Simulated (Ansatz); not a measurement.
## A relaxation, step by step

CH9NSn, singlet, PBE0-D4/def2-TZVP (Ansatz 0.2.0). Settings:

```yaml
hamiltonian: {xc: pbe0, dispersion: d4}
relax: {f_tol: 0.005, max_steps: 200}
```

Start, a step off a saddle point along its unstable mode:

Sn1  (-1.358, -0.039, 0.070)
N2  (0.234, -0.887, 1.179)
H3  (-1.465, -0.479, -1.592)
H4  (-1.517, 1.643, 0.374)
H5  (-2.631, -0.836, 0.860)
H6  (0.885, -0.056, 0.113)
C7  (1.160, 0.632, -0.845)
H8  (0.345, -1.896, 1.126)
H9  (0.309, -0.621, 2.158)
H10  (0.568, 1.462, -1.291)
H11  (2.064, 1.101, -0.471)
H12  (1.407, -0.025, -1.682)
(Å)

| step | energy less the last (meV) | largest force component (eV/Å) |
| --- | --- | --- |
| 1 | 1432.7 | 1.649 |
| 4 | 145.2 | 0.423 |
| 7 | 3.2 | 0.046 |
| 10 | 1.3 | 0.009 |
| 13 (rejected trial) | 1.2 | 0.049 |
| 16 | 0.8 | 0.018 |
| 19 | 0.7 | 0.031 |
| 22 | 0.4 | 0.021 |
| 25 | 0.3 | 0.006 |
| 28 | 0.2 | 0.011 |
| 31 (rejected trial) | 0.2 | 0.040 |
| 34 | 0.1 | 0.016 |
| 37 (rejected trial) | 0.1 | 0.009 |
| 40 | 0.0 | 0.004 |
| 42 | 0.0 | 0.004 |

Step 28, positions (Å) and forces (eV/Å):

```
atom       x       y       z      Fx      Fy      Fz
 Sn1  -1.732  -0.347   0.375   0.001  -0.001   0.000
  N2  -0.127  -1.035   1.422  -0.001   0.002   0.001
  H3  -1.501  -0.868  -1.231   0.000   0.000   0.000
  H4  -1.689   1.350   0.515   0.001   0.000   0.000
  H5  -3.227  -0.943   0.972   0.000   0.000   0.000
  H6   1.504   0.312  -0.289  -0.002  -0.001   0.002
  C7   1.695   0.928  -1.168   0.008   0.000  -0.007
  H8  -0.048  -2.044   1.399   0.000   0.000   0.000
  H9  -0.151  -0.761   2.397   0.000  -0.001  -0.001
 H10   1.045   1.804  -1.151   0.003  -0.002  -0.001
 H11   2.735   1.254  -1.170  -0.011  -0.002  -0.003
 H12   1.497   0.349  -2.071   0.002   0.007   0.008
```

Last step (42):

```xyz
12
angstrom
Sn -1.7262 -0.3638 0.3603
N -0.1284 -1.0337 1.4280
H -1.4896 -0.9175 -1.2333
H -1.6815 1.3360 0.4670
H -3.2242 -0.9452 0.9640
H 1.5088 0.3185 -0.2826
C 1.6911 0.9411 -1.1594
H -0.0489 -2.0431 1.4215
H -0.1574 -0.7447 2.3980
H 1.1161 1.8644 -1.0796
H 2.7519 1.1835 -1.2249
H 1.3883 0.4045 -2.0590
```

The run took about 82 s on 4 CPU threads of an Arm Neoverse V2 (shared host).
